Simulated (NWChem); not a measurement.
CH₄Be; SMILES [BeH][CH3]

```xyz
6

Be     0.0000     0.0000    -1.0606
H      0.0000     0.0000    -2.4050
C      0.0000     0.0000     0.6189
H      0.7236     0.7312     1.0443
H      0.2715    -0.9923     1.0443
H     -0.9951     0.2610     1.0443
```
Atoms are numbered in this order, from 1.

All runs use the structure optimised with PBE-D3(BJ)/def2-SVP.

 Unshifted, non-relativistic core excitations; the lowest 4 roots alone, so stronger bands may lie above.

Q: List the first C K-edge excitations from BHandHLYP/def2-TZVP, restricted-window TDA (NWChem).

A: 
```json
[
 {"state": "S1", "energy (eV)": "284.2", "dipole oscillator strength": "0.0005", "leading excitation (squared amplitude)": "1s of atom 3 or its equivalents → LUMO (0.97)"},
 {"state": "S2", "energy (eV)": "284.2", "dipole oscillator strength": "0.0005", "leading excitation (squared amplitude)": "1s of atom 3 or its equivalents → LUMO+1 (0.97)"},
 {"state": "S3", "energy (eV)": "284.5", "dipole oscillator strength": "0.0001", "leading excitation (squared amplitude)": "1s of atom 3 or its equivalents → LUMO+2 (0.84)"},
 {"state": "S4", "energy (eV)": "285.9", "dipole oscillator strength": "0.0439", "leading excitation (squared amplitude)": "1s of atom 3 or its equivalents → LUMO+4 (0.77)"}
]
```
